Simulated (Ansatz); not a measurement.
Problem. Name a neutral molecule of C, N, O, Si and H with LUMO energy (ωB97M-V/def2-TZVPP) between 1.30 and 1.60 eV and HOMO–LUMO gap (PBE/def2-TZVPP) between 4.15 and 4.45 eV (Ansatz, PBE0-D4/def2-TZVP geometry).

Solution. `C=C1O[SiH2]C1N` (1.35 eV, 4.18 eV); `OC1N[SiH2]1` (1.53 eV, 4.43 eV); `CN1[SiH2]C1O` (1.45 eV, 4.36 eV); `NC1(O)N[SiH2]1` (1.36 eV, 4.22 eV); `C=CN([SiH3])C=O` (1.49 eV, 4.36 eV). Other molecules can fit too; these were computed, each in one conformer that needn't be the lowest.
